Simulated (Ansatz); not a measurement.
C2H (SMILES [C]#C), doublet (typed; the unrestricted solution is spin-contaminated), at a GFN2-xTB geometry; CCSD(T)/6-31G** (Ansatz, a program for electronic structure).

The Ansatz input:
Ansatz 0.2 input:
```yaml
crystal:
  periodic: [false, false, false]
  atoms:
    - {symbol: C, position_ang: [-0.00000000, -0.00000000, -0.46866096]}
    - {symbol: C, position_ang: [0.00000000, 0.00000000, 0.72327087]}
    - {symbol: H, position_ang: [-0.00000000, -0.00000000, -1.52765945]}
basis:
  gaussian:
    orbitals: 6-31G__.json
magnetization: {spin_polarized: true, initial_magnetization: 1}
correlation: {method: ccsd_t, electrons: outside_noble_gas}
accuracy: high
```
The basis file holds 6-31G** in the JSON format of the Basis Set Exchange.

Task: Predict the main parts of the log of this Ansatz run.

Result: 
```
Functional definition: HF
653 factors; integrals over basis functions are off by at most 3.0e-9 eV
mean field evaluation 1: about -2070.3305 eV, gradient 1.3e1 eV
mean field evaluation 2: about -2070.3446 eV, gradient 1.3e1 eV
mean field evaluation 4: about -2071.7918 eV, gradient 3.1e0 eV
mean field evaluation 8: about -2072.1229 eV, gradient 7.7e-1 eV
mean field evaluation 16: about -2072.1807 eV, gradient 3.7e-7 eV
mean field evaluation 32: about -2071.5546 eV, gradient 5.7e-2 eV
mean field evaluation 64: about -2072.1807 eV, gradient 1.2e-8 eV
mean field evaluation 96: about -2071.5546 eV, gradient 2.1e-1 eV
mean field evaluation 128: about -2070.9934 eV, gradient 1.3e1 eV
mean field evaluation 160: about -2063.6260 eV, gradient 3.8e-3 eV
mean field evaluation 192: about -2071.5547 eV, gradient 2.4e-8 eV
mean field -2072.18073432 eV, -76.1512374118 hartree, gradient 1.2e-8 eV, S^2 1.104697; 6 other end points of the search recorded, 0 dependent functions left out
determinant -2072.18073432 eV, -76.1512374118 hartree, with singles and doubles -2078.56117746 eV, -76.3857143721 hartree
determinant -2071.59370395 eV, -76.1296644435 hartree, with singles and doubles -2077.89509463 eV, -76.3612362799 hartree
determinant -2071.58176510 eV, -76.1292256990 hartree, with singles and doubles -2078.19755564 eV, -76.3723515168 hartree
determinant -2071.55467736 eV, -76.1282302427 hartree, with singles and doubles -2077.70856068 eV, -76.3543812834 hartree
determinant -2072.18073432 eV, -76.1512374118 hartree, with singles and doubles -2078.56810827 eV, -76.3859690749 hartree
determinant -2071.58176510 eV, -76.1292256990 hartree, with singles and doubles -2078.54220251 eV, -76.3850170558 hartree
2 core orbitals not correlated
reference -2072.18073432 eV, -76.1512374118 hartree; 5, 4 occupied and 28, 29 virtual orbitals, 653 factors
second order -5.43772940 eV of doubles, -0.00000000 eV of singles
cycle   1  -6.38737347 eV  change    4.8e-7 eV  update   2.1e-6
cycle   2  -6.38737702 eV  change   -3.6e-6 eV  update   1.1e-6
cycle   3  -6.38737720 eV  change   -1.8e-7 eV  update   4.8e-7
cycle   4  -6.38737752 eV  change   -3.2e-7 eV  update   1.9e-7
cycle   5  -6.38737774 eV  change   -2.2e-7 eV  update   7.8e-8
cycle   6  -6.38737780 eV  change   -5.7e-8 eV  update   3.9e-8
cycle   7  -6.38737733 eV  change    4.7e-7 eV  update   1.5e-7
cycle   8  -6.38737710 eV  change    2.2e-7 eV  update   7.6e-8
cycle   9  -6.38737692 eV  change    1.9e-7 eV  update   4.1e-8
cycle  10  -6.38737683 eV  change    9.2e-8 eV  update   2.1e-8
cycle  11  -6.38737679 eV  change    3.7e-8 eV  update   1.1e-8
cycle  12  -6.38737678 eV  change    1.5e-8 eV  update   4.3e-9
cycle  13  -6.38737677 eV  change   6.0e-10 eV  update   1.4e-9
cycle  14  -6.38737677 eV  change  -3.9e-10 eV  update  5.9e-10
perturbative correction -0.27389838 eV, -0.0100655798 hartree
Total energy: -2078.84200948 eV, -76.3960347586 hartree
```
